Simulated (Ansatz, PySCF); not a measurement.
ClGe (SMILES [Cl][Ge]), doublet, geometry from GFN2-xTB. Base run: B3LYP/def2-TZVP run with PySCF.

Geometry (Å):
```xyz
2

Ge     0.0000     0.0000    -0.7475
Cl     0.0000     0.0000     1.4071
```
Charge 0, spin multiplicity 2.
Orbitals are unrestricted.
All else is at PySCF's defaults.

The same geometry, method and basis name were run in Ansatz (a program for electronic structure) and PySCF, at each program's defaults and at the settings that a row names. The base is PySCF at its defaults. Differences at the defaults can come from grids, fitting, cores and function types together.

| code and settings | ΔE vs base (mEh) | basis functions | E (Eh) | SCF cycles | dipole (D) |
|---|---|---|---|---|---|
| PySCF, defaults (exact integrals, its default grid, spherical functions) | 0.000 | 85 | -2537.28124 | 10 | 1.54 |
| Ansatz, defaults (factorised integrals, its default grid, spherical functions) | 0.001 | 85 | -2537.28124 | - | - |
| PySCF, density fitting with def2-universal-jkfit | -0.013 | 85 | -2537.28125 | 10 | 1.54 |
| PySCF, fine grid | 0.000 | 85 | -2537.28124 | 10 | 1.54 |
| Ansatz, high accuracy | 0.000 | 85 | -2537.28124 | - | - |

Open shells are given as the SCF converged; they aren't shown to be the lowest states, and a large step between rows can be another state.
